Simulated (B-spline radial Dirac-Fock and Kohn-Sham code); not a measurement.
Binding energies of Pr in different valence configurations

Model: relaxed Dirac-Fock hole states (ΔSCF) with Breit and QED corrections and a finite nucleus. Program: a radial B-spline solver. Correlation energy is missing from these numbers.

Reference: the tabulated ground configuration [Xe] 4f3 6s2, with 2p3/2 5967.1 eV, 3s 1511.6 eV, 3p1/2 1342.1 eV, 4p1/2 250.7 eV, 4p3/2 230.1 eV, 5p1/2 27.18 eV, Kα1 36023.8 eV, Kβ1 40745.0 eV, Lα1 5033.6 eV, Lβ2 5849.0 eV.

Shifts from the reference in eV. A negative average energy means that the model, which has no correlation or term splitting, puts that configuration lower.

| configuration | average energy | 2p3/2 | 3s | 3p1/2 | 4p1/2 | 4p3/2 | 5p1/2 | Kα1 | Kβ1 | Lα1 | Lβ2 |
| --- | --- | --- | --- | --- | --- | --- | --- | --- | --- | --- | --- |
| [Xe] 4f2 6s2 6p1 | +0.46 | +11.82 | +13.20 | +13.11 | +11.87 | +11.69 | +6.13 | -0.91 | -2.24 | -1.12 | +0.94 |
| [Xe] 4f4 6s1 | +7.40 | -8.61 | -9.77 | -9.68 | -8.93 | -8.80 | -4.51 | +0.71 | +1.81 | +0.92 | -0.46 |
| [Xe] 4f5 | +15.91 | -11.15 | -13.09 | -12.94 | -11.94 | -11.74 | -5.17 | +1.18 | +3.03 | +1.56 | -0.44 |
| [Xe] 4f1 5d2 6s2 | +2.80 | +17.04 | +20.06 | +19.88 | +17.13 | +16.72 | +6.38 | -1.67 | -4.57 | -2.50 | +1.92 |
| [Xe] 4f3 6s1 6p1 | +1.44 | +1.07 | +1.04 | +1.07 | +1.07 | +1.07 | +1.03 | -0.02 | -0.02 | 0.00 | 0.00 |
| [Xe] 4f2 5d1 6s2 | -1.29 | +8.08 | +9.49 | +9.41 | +8.24 | +8.06 | +3.18 | -0.78 | -2.14 | -1.17 | +0.78 |
| [Xe] 4f3 5d1 6s1 | +1.33 | -2.19 | -2.19 | -2.16 | -2.14 | -2.14 | -1.74 | +0.09 | +0.06 | -0.04 | -0.07 |
| [Xe] 4f3 5d2 | +3.31 | -3.78 | -3.77 | -3.74 | -3.71 | -3.72 | -3.04 | +0.18 | +0.13 | -0.06 | -0.10 |

Values without a named source are computed, but for edge energies of neutral atoms, which are taken from tables.
